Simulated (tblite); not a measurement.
A geometry optimisation, step by step.

Compound: C4H10AsGe (doublet state).
Bonds: As1–Ge2, Ge2–C3, C3–C4, C4–C5, C5–C6, C3–C6. Hydrogens: H7, H8 on As1; H9 on Ge2; H10 on C3; H11, H12 on C4; H13, H14 on C5; H15, H16 on C6.

Computed with GFN2-xTB (tblite), gas phase: L-BFGS steps from a force-field or distance-geometry start until the largest atomic force falls under 0.01 eV/Å. 11 of its 119 geometries are shown.

Step 0: E = -486.8596 eV, largest atomic force 1.840 eV/Å
```
atom  x, y, z in Å  |  force x, y, z in eV/Å
As1     2.494    0.178   -1.180    0.589   0.805   0.106
Ge2     1.386   -1.254    0.390    0.999  -1.530  -0.213
C3     -0.502   -0.812    0.546   -1.128  -0.084   0.564
C4     -0.761    0.675    0.821   -0.248   0.129   1.230
C5     -1.441    0.812   -0.517   -0.299   0.600  -0.761
C6     -1.203   -0.662   -0.813   -0.245  -0.466  -0.072
H7      2.503    1.378   -0.173    0.196  -0.527  -0.363
H8      3.906   -0.304   -0.724   -0.718   0.275  -0.049
H9      2.066   -1.107    1.790   -0.118   0.358   0.336
H10    -1.070   -1.480    1.239    0.513   0.414  -0.442
H11     0.161    1.279    0.907   -0.510  -0.088   0.338
H12    -1.470    0.816    1.677    0.878   0.222  -0.458
H13    -0.881    1.481   -1.204   -0.659  -0.174   0.257
H14    -2.516    1.061   -0.439    0.625   0.203  -0.277
H15    -0.531   -0.811   -1.681   -0.559  -0.269   0.251
H16    -2.148   -1.240   -0.855    0.684   0.133  -0.445
```

Step 12: E = -487.2520 eV, largest atomic force 0.140 eV/Å
```
atom  x, y, z in Å  |  force x, y, z in eV/Å
As1     2.493    0.225   -1.200   -0.004   0.039  -0.067
Ge2     1.433   -1.393    0.366    0.012  -0.065  -0.003
C3     -0.516   -0.822    0.546    0.068  -0.066   0.020
C4     -0.750    0.670    0.842   -0.002  -0.046   0.039
C5     -1.438    0.817   -0.521    0.016   0.042  -0.031
C6     -1.218   -0.674   -0.811    0.006  -0.010   0.031
H7      2.554    1.286   -0.150   -0.067   0.065   0.104
H8      3.841   -0.225   -0.735    0.056  -0.071  -0.070
H9      1.985   -0.996    1.814   -0.047   0.107   0.056
H10    -1.034   -1.482    1.243   -0.041   0.013  -0.025
H11     0.150    1.278    0.974    0.010  -0.063  -0.090
H12    -1.396    0.852    1.699   -0.032  -0.014   0.005
H13    -0.927    1.487   -1.209    0.084   0.025  -0.057
H14    -2.484    1.116   -0.469   -0.015  -0.026   0.049
H15    -0.572   -0.867   -1.674   -0.025   0.038   0.015
H16    -2.128   -1.262   -0.930   -0.019   0.030   0.024
```

Step 24: E = -487.2843 eV, largest atomic force 0.139 eV/Å
```
atom  x, y, z in Å  |  force x, y, z in eV/Å
As1     2.448    0.266   -1.178   -0.074  -0.006  -0.040
Ge2     1.445   -1.379    0.412    0.046  -0.037   0.017
C3     -0.516   -0.866    0.528   -0.133   0.042   0.000
C4     -0.711    0.628    0.834   -0.011   0.017   0.074
C5     -1.405    0.809   -0.520    0.016   0.039  -0.008
C6     -1.226   -0.684   -0.820   -0.018   0.004  -0.045
H7      2.537    1.236   -0.043    0.085   0.046   0.008
H8      3.832   -0.219   -0.863   -0.030   0.009   0.009
H9      1.855   -0.792    1.846    0.016   0.003   0.026
H10    -1.059   -1.515    1.216    0.031  -0.007  -0.007
H11     0.209    1.205    0.952    0.039  -0.011  -0.038
H12    -1.339    0.833    1.700   -0.043  -0.036   0.023
H13    -0.879    1.473   -1.206    0.035  -0.014  -0.020
H14    -2.442    1.134   -0.449    0.010  -0.026   0.008
H15    -0.600   -0.881   -1.694    0.032  -0.018  -0.026
H16    -2.156   -1.240   -0.932   -0.001  -0.007   0.019
```

Step 35: E = -487.2959 eV, largest atomic force 0.086 eV/Å
```
atom  x, y, z in Å  |  force x, y, z in eV/Å
As1     2.372    0.305   -1.146    0.043   0.039   0.036
Ge2     1.446   -1.364    0.462    0.006   0.029  -0.036
C3     -0.535   -0.891    0.529    0.016   0.023  -0.018
C4     -0.708    0.602    0.839   -0.024   0.071  -0.023
C5     -1.380    0.804   -0.523    0.023   0.009   0.010
C6     -1.223   -0.692   -0.827   -0.030   0.049  -0.031
H7      2.640    1.283   -0.038   -0.017  -0.017  -0.017
H8      3.759   -0.227   -0.947   -0.004  -0.028  -0.065
H9      1.830   -0.731    1.887   -0.031  -0.021   0.010
H10    -1.085   -1.544    1.203   -0.026  -0.030   0.039
H11     0.226    1.157    0.952    0.023   0.022   0.052
H12    -1.339    0.816    1.698   -0.044   0.008   0.073
H13    -0.831    1.461   -1.199    0.028  -0.007  -0.011
H14    -2.413    1.147   -0.466    0.025  -0.027  -0.003
H15    -0.599   -0.898   -1.701    0.021  -0.038   0.005
H16    -2.168   -1.218   -0.940   -0.007  -0.080  -0.021
```

Step 47: E = -487.3125 eV, largest atomic force 0.120 eV/Å
```
atom  x, y, z in Å  |  force x, y, z in eV/Å
As1     2.311    0.405   -1.128    0.028  -0.001   0.117
Ge2     1.438   -1.309    0.480    0.010  -0.022   0.012
C3     -0.553   -0.899    0.551    0.029  -0.010   0.013
C4     -0.738    0.593    0.863    0.008   0.003   0.004
C5     -1.343    0.796   -0.530    0.013   0.001  -0.023
C6     -1.203   -0.703   -0.822   -0.022  -0.035   0.020
H7      2.801    1.298   -0.021   -0.008  -0.076  -0.037
H8      3.657   -0.258   -1.159   -0.034   0.023  -0.032
H9      1.749   -0.720    1.939    0.061   0.030  -0.009
H10    -1.106   -1.561    1.216    0.023  -0.026  -0.001
H11     0.195    1.137    1.034    0.001   0.053  -0.002
H12    -1.407    0.806    1.696   -0.047  -0.027  -0.006
H13    -0.742    1.424   -1.188    0.018   0.069  -0.013
H14    -2.366    1.165   -0.519   -0.007  -0.008  -0.038
H15    -0.555   -0.938   -1.673   -0.013   0.038   0.005
H16    -2.146   -1.229   -0.956   -0.061  -0.014  -0.012
```

Step 59: E = -487.3431 eV, largest atomic force 0.103 eV/Å
```
atom  x, y, z in Å  |  force x, y, z in eV/Å
As1     2.228    0.553   -0.967    0.018   0.101  -0.003
Ge2     1.462   -1.240    0.556   -0.008   0.030  -0.009
C3     -0.547   -0.892    0.587   -0.014   0.004  -0.021
C4     -0.840    0.585    0.896    0.016   0.004  -0.010
C5     -1.286    0.789   -0.557    0.012  -0.008   0.039
C6     -1.160   -0.718   -0.809   -0.014   0.019   0.001
H7      3.196    1.088    0.041    0.061  -0.052  -0.029
H8      3.333   -0.223   -1.619    0.007  -0.046   0.058
H9      1.775   -0.635    2.009   -0.010   0.022  -0.029
H10    -1.066   -1.600    1.233   -0.044   0.010  -0.025
H11     0.027    1.183    1.199   -0.009  -0.009  -0.014
H12    -1.631    0.734    1.631    0.010  -0.026  -0.012
H13    -0.583    1.389   -1.142   -0.069   0.000  -0.001
H14    -2.289    1.199   -0.681    0.046  -0.028   0.014
H15    -0.506   -0.990   -1.646   -0.011   0.028   0.025
H16    -2.120   -1.214   -0.947    0.009  -0.051   0.016
```

Step 71: E = -487.3732 eV, largest atomic force 0.208 eV/Å
```
atom  x, y, z in Å  |  force x, y, z in eV/Å
As1     2.342    0.694   -0.845    0.098  -0.001   0.079
Ge2     1.472   -1.136    0.546    0.009   0.026   0.143
C3     -0.555   -0.880    0.593    0.139  -0.097  -0.120
C4     -0.899    0.582    0.899   -0.006  -0.098   0.071
C5     -1.311    0.782   -0.563    0.029   0.007   0.074
C6     -1.154   -0.724   -0.809   -0.056   0.066  -0.048
H7      3.541    0.836    0.055   -0.067  -0.061  -0.158
H8      3.108   -0.237   -1.742    0.021   0.067   0.006
H9      1.782   -0.505    1.989   -0.054  -0.041  -0.004
H10    -1.047   -1.624    1.223    0.020   0.097  -0.022
H11    -0.069    1.198    1.255    0.010   0.040  -0.060
H12    -1.719    0.671    1.605   -0.113   0.096   0.082
H13    -0.598    1.384   -1.130   -0.006   0.027  -0.022
H14    -2.311    1.190   -0.711    0.035  -0.067   0.001
H15    -0.490   -0.977   -1.643   -0.035  -0.028   0.029
H16    -2.100   -1.246   -0.940   -0.023  -0.032  -0.051
```

Step 83: E = -487.4000 eV, largest atomic force 0.078 eV/Å
```
atom  x, y, z in Å  |  force x, y, z in eV/Å
As1     2.449    0.744   -0.729    0.020  -0.013  -0.013
Ge2     1.493   -1.085    0.610    0.050   0.000   0.046
C3     -0.539   -0.875    0.579    0.003   0.041   0.033
C4     -0.936    0.573    0.905    0.003   0.019   0.010
C5     -1.330    0.774   -0.562    0.000   0.019   0.012
C6     -1.145   -0.725   -0.821    0.013  -0.001   0.012
H7      3.779    0.620   -0.051   -0.047  -0.012  -0.001
H8      2.958   -0.143   -1.835   -0.070   0.020   0.028
H9      1.713   -0.442    2.062   -0.017  -0.028  -0.036
H10    -1.017   -1.629    1.205    0.008   0.016  -0.015
H11    -0.129    1.224    1.258   -0.013  -0.048  -0.002
H12    -1.770    0.652    1.603    0.031  -0.023  -0.022
H13    -0.619    1.399   -1.107   -0.016  -0.004  -0.040
H14    -2.337    1.153   -0.725    0.000   0.027  -0.014
H15    -0.490   -0.973   -1.660    0.027   0.003   0.008
H16    -2.086   -1.259   -0.949    0.007  -0.016  -0.005
```

Step 94: E = -487.4087 eV, largest atomic force 0.118 eV/Å
```
atom  x, y, z in Å  |  force x, y, z in eV/Å
As1     2.446    0.770   -0.642   -0.073   0.090  -0.022
Ge2     1.509   -1.077    0.655    0.029  -0.004   0.098
C3     -0.515   -0.858    0.580    0.052  -0.012   0.022
C4     -0.935    0.582    0.898   -0.034   0.038  -0.076
C5     -1.327    0.777   -0.572    0.032  -0.028  -0.031
C6     -1.107   -0.719   -0.827   -0.011  -0.014  -0.001
H7      3.825    0.506   -0.146    0.076  -0.012   0.049
H8      2.744   -0.076   -1.843   -0.027  -0.021  -0.065
H9      1.704   -0.476    2.134   -0.017  -0.029  -0.088
H10    -0.992   -1.617    1.198   -0.069  -0.022   0.026
H11    -0.143    1.241    1.266   -0.002   0.006  -0.013
H12    -1.782    0.639    1.580   -0.007   0.022   0.055
H13    -0.629    1.404   -1.132    0.040   0.042   0.041
H14    -2.339    1.144   -0.746    0.044  -0.044   0.034
H15    -0.435   -0.952   -1.657    0.015   0.008   0.013
H16    -2.030   -1.279   -0.961   -0.046  -0.021  -0.043
```

Step 106: E = -487.4186 eV, largest atomic force 0.061 eV/Å
```
atom  x, y, z in Å  |  force x, y, z in eV/Å
As1     2.385    0.801   -0.591   -0.001   0.007  -0.001
Ge2     1.510   -1.087    0.701   -0.023   0.000   0.005
C3     -0.513   -0.869    0.597   -0.056  -0.020  -0.015
C4     -0.921    0.582    0.895    0.003  -0.015   0.007
C5     -1.286    0.768   -0.580    0.001  -0.009  -0.038
C6     -1.061   -0.728   -0.829    0.015  -0.021  -0.009
H7      3.806    0.491   -0.238    0.000  -0.014  -0.011
H8      2.532   -0.004   -1.852    0.006   0.014   0.002
H9      1.672   -0.513    2.181    0.022   0.016   0.000
H10    -1.027   -1.616    1.201    0.003   0.009   0.016
H11    -0.119    1.234    1.254   -0.003   0.001   0.031
H12    -1.768    0.665    1.576    0.004   0.004   0.007
H13    -0.585    1.409   -1.120    0.019  -0.004  -0.013
H14    -2.298    1.121   -0.770   -0.017   0.014   0.016
H15    -0.354   -0.959   -1.631    0.003   0.012  -0.009
H16    -1.980   -1.285   -1.010    0.023   0.006   0.013
```

Step 118: E = -487.4204 eV, largest atomic force 0.009 eV/Å
```
atom  x, y, z in Å  |  force x, y, z in eV/Å
As1     2.392    0.807   -0.565    0.000   0.003  -0.001
Ge2     1.505   -1.085    0.714    0.003   0.002   0.004
C3     -0.520   -0.869    0.605    0.008  -0.002   0.001
C4     -0.928    0.582    0.896   -0.001  -0.002  -0.005
C5     -1.278    0.765   -0.585   -0.001   0.008   0.004
C6     -1.044   -0.730   -0.829   -0.003   0.008  -0.003
H7      3.812    0.432   -0.279   -0.003  -0.001  -0.008
H8      2.463    0.046   -1.858    0.002  -0.002   0.006
H9      1.685   -0.502    2.191   -0.004   0.003  -0.005
H10    -1.039   -1.614    1.207    0.000  -0.009   0.003
H11    -0.130    1.232    1.267   -0.008  -0.001   0.003
H12    -1.781    0.668    1.568    0.000  -0.002  -0.002
H13    -0.574    1.406   -1.121    0.008   0.001   0.003
H14    -2.290    1.115   -0.780    0.000   0.005  -0.002
H15    -0.324   -0.954   -1.621    0.002  -0.009   0.001
H16    -1.957   -1.293   -1.026   -0.004  -0.002   0.001
```

**Question.** Summarise the path.

**Answer.** The energy falls by 12.93 kcal/mol from step 0 to step 118; nine tenths of that is first reached at step 70. It falls at every step. The largest force goes from 1.840 to 0.009 eV/Å. Among the bonds Ge2–C3 changes most, from 1.945 to 2.039 Å; the atoms move by 0.732 Å rms after alignment.

What follows is the cost of the whole relaxation. The run took 0.67 s on one thread of an Arm Neoverse V2, shared host with 48 logical CPUs at a one-minute load of 28.
